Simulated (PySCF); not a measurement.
**Electron correlation in Au (gold, neutral)**

[Xe] 4f14 5d10 6p1, 2P determinant (an excited configuration). All numbers are calculated (PySCF 2.14, the spin-free X2C one-electron Hamiltonian (Gaussian nucleus), in ANO-RCC-VTZP (8s7p5d3f1g, 84 functions)). Frozen: [Kr] 4d10 4f14; 19 electrons correlated.

MP2 pair energies summed by pair of shells (mhartree):

```tsv
pair	energy	share (%)
5d-5d	-309.97	56.2
5p-5d	-138.66	25.1
5p-5p	-34.03	6.2
5d-6p	-28.16	5.1
5s-5d	-21.03	3.8
5s-5p	-15.64	2.8
5s-5s	-2.29	0.4
5p-6p	-2.11	0.4
5s-6p	-0.13	0.0
```

Total MP2 correlation energy: -552.01 mhartree.

Same-spin part -189.83 and opposite-spin part -362.19 mhartree; SCS-MP2 scales them by 1/3 and 6/5 to -497.90 mhartree.

The basis was made for the ground configuration and has no added diffuse functions, which can raise the energy of the promoted electron.
